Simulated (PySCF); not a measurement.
Level of theory: PBE-D3(BJ)/def2-TZVP // CAM-B3LYP-D3(BJ)/def2-TZVP in PySCF. All species are isolated molecules in the gas phase. Excitations are Tamm–Dancoff values on a coarser integration grid. The basis has no diffuse functions, so Rydberg states are missing or too high.

Reference species (SMILES): `CBC` (neutral, multiplicity 1).

| Item | Value |
|---|---|
| dipole moment | 0.47 D |
| S1 oscillator strength | 0.002 |
| HOMO–LUMO gap | 5.63 eV |
| S1 excitation (TDA) | 5.79 eV |

Changed species: `BC` (1 of 3 H replaced by CH3; the reference has 2 of 3 H replaced by CH3).

Problem. Give the shifts of the dipole moment, S1 oscillator strength, HOMO–LUMO gap and S1 excitation (TDA).

Solution. the dipole moment increases by 0.31 D, to 0.78 D; the S1 oscillator strength is nearly the same; the HOMO–LUMO gap decreases by 0.31 eV, to 5.32 eV; the S1 excitation (TDA) decreases by 0.28 eV, to 5.51 eV.
